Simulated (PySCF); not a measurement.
Structure problem from calculated spectra and properties.

Formula: C2H8SeSi.

| Item | Value |
| --- | --- |
| Dipole | 1.74 D [CAM-B3LYP/def2-SVPD] |
| 13C NMR | chemical shifts (computed TMS as zero) by class: 13.5 (1 C), 9.9 (1 C) ppm [GIAO PBE0/pcSseg-1] |
| UV, first state | lowest singlet excitation: 5.30 eV (234 nm, f = 0.005) [TDDFT CAM-B3LYP/def2-SVPD] |
| Triplet | lowest triplet excitation (Tamm–Dancoff): 4.88 eV [TDA CAM-B3LYP/def2-SVPD] |
| Valence photoelectron | vertical ionisation energy: 9.11 eV [ΔSCF CAM-B3LYP/def2-SVPD] |
| XPS | Si2p3/2 106.8, C1s 290.3, C1s 290.8, Si1s 1846.6 eV [ΔSCF SCAN, pcX-2 on the ionised atom, pcseg-1 elsewhere, spin-free X2C, 2p3/2 from a spin–orbit splitting computed afterwards within the 2p shell] |
| 1H NMR | chemical shifts (computed TMS as zero) by class: 4.69 (2 H), 1.08 (3 H), 0.83 (2 H), 0.18 (1 H) ppm [GIAO PBE0/pcSseg-1] |
| Polarisability | 82.7 au [CAM-B3LYP/def2-SVPD] |
| NMR, other nuclei | isotropic shieldings of nuclei other than C and H, by class: 372 (1 Si), 2193 (1 Se) ppm [GIAO PBE0/pcSseg-1] |
| Rotational structure | rotational constants A, B, C: 13.142, 1.181, 1.122 GHz [PBE0-D3(BJ)/def2-SVP] |

Electronic properties: PySCF, gas phase, density fitting. Levels stand in brackets. One conformer (not necessarily the lowest) at the PBE0-D3(BJ)/def2-SVP geometry, without solvent, vibrations or thermal averaging. Relativistic effects, spin–orbit coupling among them, are left out (core-ionisation runs apart) although an element past zinc is present. NMR classes are plain means over equivalent atoms (diastereotopic ones count apart unless rotation or inversion swaps them), as if these changed places fast.

Question: Propose a structure and show how it fits.

Answer: Numbering: `[CH3:1][CH2:2][SiH2:3][SeH:4]`. 2 carbons fall into 2 classes; from least to most shielded: sp3 carbon bound to silicon [C2] (13.5 ppm), methyl carbon [C1] (9.9 ppm). Hydrogen classes from least to most shielded: 2 H on an SiH2 silicon, Si3 (4.69 ppm), 3 H on a methyl carbon, C1 (1.08 ppm, a mean of values up to 0.5 ppm apart in this geometry), 2 H on an sp3 carbon bound to silicon, C2 (0.83 ppm), 1 H on a selenium bonded to Si and H, Se4 (0.18 ppm). The other shieldings belong to: 372 ppm, SiH2 silicon [Si3]; 2193 ppm, selenium bonded to Si and H [Se4]. The core levels belong to: Si2p3/2 106.8 eV, SiH2 silicon [Si3]; C1s 290.3 eV, sp3 carbon bound to silicon [C2]; C1s 290.8 eV, methyl carbon [C1]; Si1s 1846.6 eV, SiH2 silicon [Si3]. No core level of Se was computed. The first electron is taken from the HOMO, whose largest Löwdin shares are 0.76 on the selenium bonded to Si and H, 0.10 on the SiH2 silicon and 0.06 on the hydrogen on selenium. By its constants the optimised geometry is an asymmetric top. Structure: `CC[SiH2][SeH]`. Computed isomers that give other values at the same levels: `C[SiH](C)[SeH]` (rotational constant A: 5.288 GHz; this holds for the one conformer computed). The assignments are read from this structure; whether some other isomer fits the data as well wasn't checked. NMR values of atoms bound to Se lack the spin–orbit term that these neighbours bring.

Conformer computed: `[CH3:1][CH2:2][SiH2:3][SeH:4]`: C1–C2–Si3–Se4 179°, H–Se4–Si3–C2 -65°.
